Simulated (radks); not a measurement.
Values are calculated unless marked as measured or tabulated.
The mean radii <r> (bohr) of the occupied orbitals of an atom or ion are listed with their occupations. Level of theory: scalar-relativistic Kohn-Sham, LDA (Slater exchange, VWN5 correlation), spin-polarised, spherical densities, finite nucleus; Fermi nuclear charge, rms radius of each element as measured or else 0.836 A^(1/3) + 0.57 fm (a radial shooting solver on a logarithmic mesh with Libxc functionals).

orbital  occ.      <r>
1s up       1  0.06079
1s down     1  0.06070
2s up       1   0.2592
2s down     1   0.2607
2p up       2   0.2234

Name the element and its charge. Open shells, if any, are filled with parallel spins first.

Answer. Z = 25, manganese, charge +19: Mn19+ in [He] 2s2 2p2. The 1s radius gives Z: for a bare nucleus <r> = (2 gamma + 1)/(2Z) with gamma = sqrt(1 - (Z/c)^2), 0.05933 bohr for Z = 25, and screening makes it slightly larger (0.06079 here). The occupations add up to 6, and the charge is Z minus that.
